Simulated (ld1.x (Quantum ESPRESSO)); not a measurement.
# Ranking ultrasoft potentials for aluminium

All share these settings but for the change named:

- Element: Al (Z = 13)
- Generator: ld1.x (Quantum ESPRESSO) 7.5
- Type: ultrasoft
- Functional: PBE
- Relativity: non-relativistic
- Frozen core: [Ne]
- Valence charge: 3
- Reference configuration: 3s2 3p0 (charge +1)
- Partial waves: 3s (bound): rcut 1.65, rcutus 1.75 bohr; 3s channel at -0.1 Ry: rcut 1.65, rcutus 1.75 bohr; 3p (bound, empty): rcut 1.65, rcutus 2.15 bohr; 3p channel at 0.65 Ry: rcut 1.65, rcutus 2.15 bohr
- Local potential: all-electron potential smoothed inside 1.70 bohr (lloc = -1)
- Core correction: Bessel-smoothed model core, default radius (core density twice the valence density)
- Augmentation charge: PSQ, inside the norm-conserving radii

Test errors are all-electron minus pseudo excitation energies from the reference, over 3s2 3p1; 3s1 3p0; 3s2 3p0.5; 3s0 3p3; 3s1 3p1; 3s1 3p2; 3s2 3p1.3. None of these files shows a bound ghost.

The base gives 5.7 meV.

Of 9 variants that were run, those that failed, showed a ghost or another fault, or gave nearly equal values are left out.

A variant can come out equal or close to the base, since the largest error may sit in a test that the change hardly touches while other tests move.

Problem. Rank these variants by their largest absolute test error, smallest first.
A. core correction Bessel-smoothed model core inside 2.00 bohr
B. waves 3s (bound): rcut 1.65, rcutus 2.34 bohr; 3s channel at -0.1 Ry: rcut 1.65, rcutus 2.34 bohr
C. type TM; waves now 3p (bound): rc 2.15 bohr; 3s (bound): rc 1.75 bohr; local potential the s channel
D. waves 3p (bound): rcut 1.65, rcutus 2.22 bohr; 3p channel at 0.65 Ry: rcut 1.65, rcutus 2.22 bohr

Solution. B (2.8 meV), D (5.7 meV), C (10.8 meV), A (15.8 meV).
